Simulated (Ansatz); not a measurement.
Computed with Ansatz on PBE0-D4/def2-TZVP structures; ΔE is electronic, products minus reactants. CCSD(T)/CBS is the MP2 limit (def2-TZVPP, def2-QZVPP) plus CCSD(T) − MP2 in def2-TZVPP, frozen cores. Functionals use def2-TZVPP. B3LYP here is the variant with VWN-RPA as its local correlation; programs differ in this. def2 core potentials past Kr. For Sn outer-core shells are correlated without core-valence functions, which leaves a few kJ/mol of doubt a bond. Each species was taken in one conformer, which may not be the lowest.

Consider the isomerisation: `[CH3][SnH2][N]=C=O` → `NC#[C][SnH2][OH]`.

`[CH3][SnH2][N]=C=O`:

Cartesian coordinates in Å:
```
C 0.447 -1.100 -1.389
Sn 0.459 -0.350 0.597
N -1.079 0.976 0.635
C -1.369 2.049 1.084
O -1.712 3.091 1.490
H 0.630 -0.282 -2.085
H -0.527 -1.539 -1.599
H 1.219 -1.859 -1.514
H 0.068 -1.517 1.776
H 1.864 0.530 1.004
```

`NC#[C][SnH2][OH]`:

Cartesian coordinates in Å:
```
N -2.287 1.088 1.176
C -1.271 0.516 0.528
C -0.378 -0.023 -0.093
Sn 1.116 -0.950 -1.166
O 2.824 -0.516 -0.284
H -2.351 2.093 1.117
H -2.504 0.721 2.089
H 0.955 -2.643 -1.107
H 1.215 -0.328 -2.747
H 2.680 0.040 0.486
```

| level | ΔE (kJ/mol) |
| --- | --- |
| B3LYP | 204.7 |
| HF/def2-TZVPP | 208.1 |
| CCSD(T)/def2-TZVPP | 196.5 |
| HF/CBS(def2) | 206.9 |

(1) What does CCSD(T)/CBS give? (An estimate is asked.)

Largest T1 diagnostic among the species: 0.015.

Results:

(1) The calculation gave: +187.0 kJ/mol. The listed levels differ from it by 17.7, 21.1, 9.5, 19.9 kJ/mol.

In def2-TZVPP, CCSD(T) changes the Hartree–Fock value by −11.6 kJ/mol (the triples alone add +2.8 kJ/mol) and MP2 by −9.3 kJ/mol.
